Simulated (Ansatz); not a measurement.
Program: Ansatz. Geometries: PBE0-D4/def2-TZVP. ΔE: electronic, gas phase. CCSD(T)/CBS is the MP2 limit (def2-TZVPP, def2-QZVPP) plus CCSD(T) − MP2 in def2-TZVPP, frozen cores. This one scheme is used for every species. Functionals use def2-TZVPP. Each species was taken in one conformer, which may not be the lowest.

Consider the ligand exchange at the Si–C bond: `O[SiH2]C(O)O` + `S[SiH2]Cl` → `O[SiH2]S[SiH2]Cl` + `OCO`.

`O[SiH2]C(O)O`:

Z-matrix (Å, degrees):
```
Si
C 1 1.902
O 1 1.653 2 106.1
H 1 1.481 2 110.3 3 -114.6
H 1 1.487 2 110.7 3 122.0
O 2 1.407 1 111.0 3 54.0
O 2 1.411 1 105.4 3 -67.2
H 2 1.097 1 113.4 3 171.5
H 3 0.960 1 115.6 2 68.1
H 6 0.964 2 108.1 1 -46.0
H 7 0.964 2 108.2 1 177.4
```

`S[SiH2]Cl`:

Z-matrix (Å, degrees):
```
Si
Cl 1 2.054
S 1 2.120 2 112.9
H 1 1.478 2 108.5 3 -116.6
H 1 1.479 2 106.5 3 122.3
H 3 1.344 1 94.3 2 70.4
```

`O[SiH2]S[SiH2]Cl`:

Z-matrix (Å, degrees):
```
Si
S 1 2.145
O 1 1.638 2 112.0
H 1 1.483 2 103.8 3 122.9
H 1 1.478 2 111.1 3 -117.2
Si 2 2.121 1 97.5 3 47.5
H 3 0.959 1 118.5 2 44.2
Cl 6 2.059 2 111.6 1 -83.8
H 6 1.479 2 110.9 1 35.8
H 6 1.477 2 107.5 1 158.9
```

`OCO`:

```xyz
7

O     0.878   -0.612    0.583
C    -0.121    0.304    0.248
O    -0.664    0.078   -1.019
H     0.482   -1.490    0.596
H     0.354    1.288    0.320
H    -0.970    0.256    0.937
H     0.042    0.177   -1.666
```

(1) Is it downhill or uphill in electronic energy at CCSD(T)/CBS, and by how much? (An estimate is asked.)

(2) What do these levels give: PBE0-D4, HF/def2-TZVPP, MP2/def2-TZVPP, SCS-MP2/def2-TZVPP, SCS-MP2/def2-QZVPP, HF/CBS(def2)? (Estimate.)

Largest T1 diagnostic among the species: 0.012.

Results:

(1) Computed: Downhill: ΔE = -23.7 kcal/mol.

(2) Computed: PBE0-D4 -24.3, HF/def2-TZVPP -23.8, MP2/def2-TZVPP -24.7, SCS-MP2/def2-TZVPP -23.8, SCS-MP2/def2-QZVPP -24.2, HF/CBS(def2) -23.8 kcal/mol.

From PBE to PBE0 (25 % exact exchange), in def2-TZVPP and without D4, ΔE moves by −1.2 kcal/mol. The D4 term adds −1.6 kcal/mol with B3LYP and −0.9 kcal/mol with PBE0; it sums over pairs of atoms, weighted by their polarisabilities, and B3LYP, whose exchange is more repulsive, gets the larger term.

B3LYP here is the variant with VWN-RPA as its local correlation; programs differ in this.
